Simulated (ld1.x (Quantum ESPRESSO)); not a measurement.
**Before and after: RRKJ potential for Si**

```
Element                 : Si (Z = 14)
Generator               : ld1.x (Quantum ESPRESSO) 7.5
Type                    : norm-conserving RRKJ (Kleinman–Bylander form)
Functional              : PBE
Relativity              : scalar-relativistic
Frozen core             : [Ne]
Valence charge          : 4
Reference configuration : 3s1.5 3p2.5
Partial waves           : 3s (bound): rc 1.70 bohr; 3p (bound): rc 1.50 bohr
Local potential         : all-electron potential smoothed inside 1.70 bohr (lloc = -1)
Core correction         : Bessel-smoothed model core inside 0.75 bohr
rho0                    : 0.02
```

Change: local potential all-electron potential smoothed inside 1.92 bohr (lloc = -1).

Cutoffs: the cutoffs (Ry, on a coarse ladder) from which the occupation-weighted sum of valence levels, in a spherical-Bessel basis at the reference potential, stays within 10 and 1 mRy of its value at 400 Ry; they do not see the model core or the augmentation charge, which bear on the density cutoff. Errors are all-electron minus pseudo energies relative to the spin-unpolarised reference configuration.

What does the change do?

The potential gets neither clearly harder nor softer (40 Ry and 55 Ry → 40 Ry and 55 Ry); the errors of the 7 common tests hardly move; neither file shows a bound ghost.

| quantity | base | changed |
| --- | --- | --- |
| cutoff, loose | 40 Ry | 40 Ry |
| cutoff, tight | 55 Ry | 55 Ry |
| bound ghosts | none | none |
| error for 3s2 3p2, meV [ΔE -3.39 eV] | +0.4 | +0.4 |
| error for 3s2 3p1, meV [ΔE 4.35 eV] | +1.7 | +1.6 |
| error for 3s2 3p0, meV [ΔE 20.35 eV] | +16 | +15 |
| error for 3s2 3p2.3, meV [ΔE -4.32 eV] | +1.0 | +0.9 |
| error for 3s1 3p3, meV [ΔE 3.43 eV] | +0.2 | +0.2 |
| error for 3s1 3p0, meV [ΔE 54.32 eV] | +56 | +52 |
| error for 3s2 3p1.5, meV [ΔE -0.47 eV] | +0.1 | +0.1 |
